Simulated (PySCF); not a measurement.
## Removing an electron from `C=C[SiH2][AsH2]`

Species: C₂H₇AsSi.
Geometry (PBE0-D3(BJ)/def2-SVP, Å), atoms numbered from 1 in this order:
```
atom  x, y, z in Å
C1    -1.939    0.436   -0.522
C2    -1.018    0.144    0.403
Si3    0.507   -0.879    0.058
As4    2.430    0.448    0.491
H5    -2.816    1.051   -0.293
H6    -1.859    0.072   -1.553
H7    -1.155    0.544    1.417
H8     0.586   -2.050    0.986
H9     0.449   -1.373   -1.352
H10    3.358   -0.582   -0.146
H11    2.267    1.213   -0.818
```

Level: wB97X-D/def2-SVPD (PySCF). Frontier orbitals with their largest atomic shares (Löwdin; up to four atoms above 4 %):

```
orbital  ε (eV)                            main atoms
 HOMO−3  -11.22  Si3 20 %, As4 19 %, C2 17 %, H8 12 %
 HOMO−2  -10.73  C2 28 %, Si3 19 %, C1 15 %, As4 14 %
 HOMO−1   -9.91   C2 24 %, As4 23 %, C1 23 %, Si3 8 %
   HOMO   -9.02                                     ?
   LUMO    1.03  C1 32 %, C2 27 %, As4 12 %, Si3 10 %
 LUMO+1    1.73   As4 30 %, Si3 30 %, H10 8 %, H9 7 %
 LUMO+2    1.99  As4 44 %, Si3 18 %, H11 18 %, H8 7 %
```

Q: What vertical ionisation energy does ΔSCF give, and how far is −ε(HOMO) from it?

A: ΔSCF: 9.29 eV (896 kJ/mol; threshold wavelength 133 nm); ⟨S²⟩ of the doublet left behind is 0.762, against 0.75 for a pure doublet. −ε(HOMO) is 9.02 eV, 0.27 eV below it. In exact Kohn–Sham theory the two would be equal; wB97X-D (range-separated hybrid) comes within 0.27 eV of that here. Holes in the HOMO−1 and HOMO−2 were tried too where these lie within 1.2 eV of the HOMO; the lowest converged state counts.

Q: On which atoms does the HOMO lie?

A: As4 (arsenic bonded to Si and 2 H) 56 %, Si3 (SiH2 silicon) 16 %, C1 (terminal =CH2 carbon) 6 %, C2 (alkene CH carbon) 6 %, so more than half of it is on one atom. The HOMO−1 lies 0.89 eV lower.

Q: How many of the 10 lowest singlet excitations (vertical TDDFT, same level) lie below the ionisation energy?

A: All 10; they run from 6.09 to 7.79 eV.

Q: What kinetic energy would electrons from this vertical process carry with He I light (21.218 eV)?

A: 21.22 − 9.29 = 11.93 eV.

One conformer (not necessarily the lowest) at the PBE0-D3(BJ)/def2-SVP geometry, without solvent, vibrations or thermal averaging. The calculation is non-relativistic, for arsenic too.
